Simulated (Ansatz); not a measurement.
Ansatz results at the PBE0-D4/def2-TZVP geometry: LUMO energy (PBE/def2-TZVPP) -2.45 eV; HOMO energy (PBE/def2-TZVPP) -6.86 eV; HOMO energy (ωB97M-V/def2-TZVPP) -10.03 eV.

Each molecule was computed in one conformer, which needn't be the lowest.

Which molecule gave them?
A. `[NH2][Al]1[CH]=[C]1S`
B. `C[SiH](Cl)[Al]([F])[Cl]`
C. `C#C[SiH2]CCl`
D. `O[SiH]1[SiH2]S1`

B. The others give `O[SiH]1[SiH2]S1`: -1.33, -6.00, -9.03; `[NH2][Al]1[CH]=[C]1S`: -1.60, -5.36, -8.46; `C#C[SiH2]CCl`: -1.30, -6.73, -10.27.
